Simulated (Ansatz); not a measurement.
| atom | x (Å) | y (Å) | z (Å) |
| --- | --- | --- | --- |
| C | 0.0252 | -0.0241 | -0.8350 |
| C | 0.0572 | -0.0154 | 0.7650 |
| H | -0.0256 | -0.9827 | -1.1871 |
| H | -0.9242 | 0.5314 | -1.1187 |
| H | 0.9016 | 0.5881 | -1.1827 |
| H | -0.0199 | 1.0285 | 1.1778 |
| H | -0.9455 | -0.4954 | 1.2168 |
| H | 0.9067 | -0.5316 | 1.1766 |

Basis set: 6-31G (spherical functions). Left uncorrelated: 2 orbitals. Charge 0, multiplicity 1.

Computed with Ansatz (development build ahead of 0.2.0); each method stands on the lowest determinant of its kind that the runs found. Restricted open shells among the atoms or ions are ROHF, correlated in semicanonical orbitals with singles.

The atomization energy at this shape (free ground-state atoms in the same class of orbitals less the molecule, no zero-point energy) of singlet C₂H₆:

```json
{"method": "RHF", "atomization energy": "523.84 kcal/mol"}
```

Task: What does RHF-MP2 give?

Result: 614.06 kcal/mol. Caution: the shape is not the minimum.

This basis has no polarisation functions and is too small for such energies, which can lie far from measured ones in either direction.
